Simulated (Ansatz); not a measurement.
Program: Ansatz. Geometries: PBE0-D4/def2-TZVP. ΔE: electronic, gas phase. CCSD(T)/CBS adds triple-zeta CCSD(T) − MP2 to the extrapolated MP2 energy (def2 sets, frozen cores). This one scheme is used for every species. Functionals use def2-TZVPP. B3LYP here is the variant with VWN-RPA as its local correlation; programs differ in this. def2 core potentials past Kr. For Sn outer-core shells are correlated without core-valence functions, which leaves a few kJ/mol of doubt a bond. Each species was taken in one conformer, which may not be the lowest.

`C[SiH2][SnH2][CH3]` + HCl → `[CH3][SnH2][SiH2]Cl` + CH₄  (ligand exchange at the Si–C bond)

| level | ΔE (kJ/mol) | difference from CCSD(T)/CBS |
| --- | --- | --- |
| PBE-D4 | -98.1 | 1.6 |
| r2SCAN-D4 | -102.8 | -3.1 |
| PBE0-D4 | -99.5 | 0.2 |
| ωB97M-V | -101.1 | -1.4 |
| PBE | -98.7 | 1.0 |
| r2SCAN | -103.3 | -3.6 |
| B3LYP | -104.0 | -4.3 |
| HF/def2-TZVPP | -111.3 | -11.6 |
| SCS-MP2/def2-TZVPP | -100.8 | -1.1 |
| CCSD/def2-TZVPP | -96.6 | 3.1 |
| CCSD(T)/def2-TZVPP | -95.7 | 4.0 |
| HF/def2-QZVPP | -111.3 | -11.6 |
| MP2/def2-QZVPP | -102.5 | -2.8 |
| HF/CBS(def2) | -111.3 | -11.6 |
| MP2/CBS(def2) | -104.2 | -4.5 |
| CCSD/CBS(def2) | -100.6 | -0.9 |
| CCSD(T)/CBS | -99.7 | 0 |

Largest T1 diagnostic among the species: 0.012.

In def2-TZVPP, CCSD(T) changes the Hartree–Fock value by +15.5 kJ/mol (the triples alone add +0.9 kJ/mol) and MP2 by +11.1 kJ/mol.
